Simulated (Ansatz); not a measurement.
Reaction (redistribution): `N[Si@@H]1S[C@@H]1F` + `FC[SiH2]S` → `F[C@H]1S[Si@@H]1F` + `NC[SiH2]S`

Computed with Ansatz on PBE0-D4/def2-TZVP structures; ΔE is electronic, products minus reactants. CCSD(T)/CBS adds triple-zeta CCSD(T) − MP2 to the extrapolated MP2 energy (def2 sets, frozen cores). Functionals use def2-TZVPP. B3LYP here is the variant with VWN-RPA as its local correlation; programs differ in this. One conformer a species, not always the lowest.

```
             level  ΔE (kJ/mol)  difference from CCSD(T)/CBS
         r2SCAN-D4        -83.6                          6.0
          B3LYP-D4        -81.4                          8.2
            B2PLYP        -86.5                          3.1
     HF/def2-TZVPP        -84.9                          4.7
    MP2/def2-TZVPP        -93.8                         -4.2
     HF/def2-QZVPP        -86.3                          3.3
SCS-MP2/def2-QZVPP        -91.8                         -2.2
      HF/CBS(def2)        -86.5                          3.1
     MP2/CBS(def2)        -94.3                         -4.7
    CCSD/CBS(def2)        -89.8                         -0.2
       CCSD(T)/CBS        -89.6                            0
```

Largest T1 diagnostic among the species: 0.013.

In def2-TZVPP, CCSD(T) changes the Hartree–Fock value by −4.2 kJ/mol (the triples alone add +0.2 kJ/mol) and MP2 by −8.9 kJ/mol.
